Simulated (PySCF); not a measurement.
# Magnetisability: `[PH2][GeH2][C@@H]([GeH3])Br`, CH8BrGe2P

Molfile (atoms numbered from 1):
```
CH8BrGe2P
     RDKit          3D

 13 12  0  0  0  0  0  0  0  0999 V2000
    1.2238   -1.2222   -0.2986 P   0  0  0  0  0  0  0  0  0  0  0  0
    0.5861    0.9624   -0.8086 Ge  0  0  0  0  0  4  0  0  0  0  0  0
   -1.3682    1.0380   -0.5877 C   0  0  1  0  0  0  0  0  0  0  0  0
   -2.0131    0.5830    1.2138 Ge  0  0  0  0  0  4  0  0  0  0  0  0
   -1.9957    2.8261   -1.0687 Br  0  0  0  0  0  0  0  0  0  0  0  0
    1.3233   -0.9728    1.1052 H   0  0  0  0  0  0  0  0  0  0  0  0
    2.6119   -0.9678   -0.5295 H   0  0  0  0  0  0  0  0  0  0  0  0
    0.9300    1.2425   -2.2829 H   0  0  0  0  0  0  0  0  0  0  0  0
    1.2304    2.0212    0.1043 H   0  0  0  0  0  0  0  0  0  0  0  0
   -1.8255    0.3512   -1.3155 H   0  0  0  0  0  0  0  0  0  0  0  0
   -1.5993   -0.8700    1.5280 H   0  0  0  0  0  0  0  0  0  0  0  0
   -3.5438    0.7137    1.2548 H   0  0  0  0  0  0  0  0  0  0  0  0
   -1.3623    1.5396    2.2263 H   0  0  0  0  0  0  0  0  0  0  0  0
  1  2  1  0
  2  3  1  0
  3  4  1  0
  3  5  1  0
  1  6  1  0
  1  7  1  0
  2  8  1  0
  2  9  1  0
  3 10  1  6
  4 11  1  0
  4 12  1  0
  4 13  1  0
M  END
```

Computed, not measured: GIAO PBE/def2-SVP magnetisability, rotational g tensor and spin-rotation constants, non-relativistic, gas phase in PySCF. Geometry: PBE0-D3(BJ)/def2-SVP.

The calculation is non-relativistic, which matters for the atoms heavier than Zn.

Q: What are the magnetisability and the molar susceptibility?

A: Isotropic -1984 × 10⁻³⁰ J/T², or -119.5 × 10⁻⁶ cm³/mol; principal values -2091, -1974, -1886 × 10⁻³⁰ J/T², anisotropy 178 × 10⁻³⁰ J/T² (root of half the summed squared differences of the principal values). The susceptibility is in cgs units.

Q: Split it along the inertial axes a, b, c into diamagnetic and paramagnetic parts about the centre of mass, with the quadrupole moment.

A: 
```tsv
axis	χ (10⁻⁶ cm³/mol)	diamagnetic (10⁻⁶ cm³/mol)	paramagnetic (10⁻⁶ cm³/mol)	summed x² of all electrons (Å²)	quadrupole Θ (D Å)
a	-124.2	-1053.1	928.9	385.2	-1.35
b	-120.5	-1769.1	1648.6	216.4	+1.26
c	-113.7	-2552.1	2438.4	31.8	+0.08
```
Anisotropies 2χaa − χbb − χcc = -14.1 and 2χbb − χaa − χcc = -3.1 × 10⁻⁶ cm³/mol. Θ is traceless in Buckingham's convention.

Q: And the rotational g tensor?

A: 
```
axis  rotational constant (GHz)        g  nuclear part  electronic part
   a                     1.1203  -0.0060        0.4829          -0.4889
   b                     0.6399  -0.0050        0.4906          -0.4956
   c                     0.4229  -0.0045        0.4799          -0.4845
```
Asymmetric top; isotopes 79Br, 12C, 74Ge, 1H, 31P; no vibrational averaging.
